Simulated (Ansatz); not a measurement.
The cluster ZnO2⁻. Charge -1, multiplicity 4. Geometry PBE0-D4/def2-TZVPD; atoms count from 1.

```xyz
3

Zn   -0.620   -0.281   -0.134
O     0.753   -0.106   -1.470
O    -0.133    0.388    1.604
```

The highest occupied level of the charge -1 quartet lies above zero (up to 0.14 eV). It is a level of α spin, whose loss leaves a triplet; that state wasn't run at this geometry and level. The electron is either unbound and held by the finite basis, or the level is raised by self-interaction error. At PBE0-D4/def2-TZVPD a doublet of charge -1 lies 1.92 eV below the quartet, each at its own geometry. The structure comes from a short search, and lower isomers may exist.

(1) Estimate the Mulliken populations from the PBE0/def2-TZVPD orbitals of Ansatz.

(2) Where does the spin sit?

Answers

(1) 
```json
{"atom": "Zn1", "charge (e)": "-0.38", "spin (α − β)": "1.20", "d electrons": "10.01"}
{"atom": "O2", "charge (e)": "-0.31", "spin (α − β)": "0.90", "d electrons": "–"}
{"atom": "O3", "charge (e)": "-0.31", "spin (α − β)": "0.90", "d electrons": "–"}
```
Mulliken values and Mayer orders depend strongly on the basis. With diffuse functions, as here, like atoms can get unlike values, and bond orders can come out too low or too high.

(2) Summed by element: Zn 1.20, O 1.80, of 3 unpaired in all. Largest on single atoms: Zn1 1.20, O3 0.90, O2 0.90.
